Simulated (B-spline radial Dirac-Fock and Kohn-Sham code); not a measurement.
X-ray form factors of thulium in several charge states

Method: configuration-average Dirac-Fock orbitals. Computed with an atomic code on a B-spline grid.

Configurations: Tm⁶²⁺ [He] 2s2 2p3; Tm⁶³⁺ [He] 2s2 2p2; Tm⁶⁴⁺ [He] 2s2 2p1; Tm⁶⁵⁺ [He] 2s2. The first column is f₀ of Tm⁶²⁺, the others are differences from it.

```
s (Å⁻¹)  Tm⁶²⁺  Δ Tm⁶³⁺  Δ Tm⁶⁴⁺  Δ Tm⁶⁵⁺
      0  7.000   -1.000   -2.000   -3.000
    0.1  6.997   -1.000   -1.999   -2.999
    0.2  6.989   -0.998   -1.996   -2.994
    0.3  6.976   -0.996   -1.991   -2.987
    0.4  6.958   -0.992   -1.985   -2.977
    0.5  6.934   -0.988   -1.976   -2.965
    0.7  6.872   -0.976   -1.953   -2.931
    0.9  6.791   -0.961   -1.924   -2.887
    1.1  6.691   -0.943   -1.887   -2.833
    1.4  6.509   -0.909   -1.821   -2.735
```
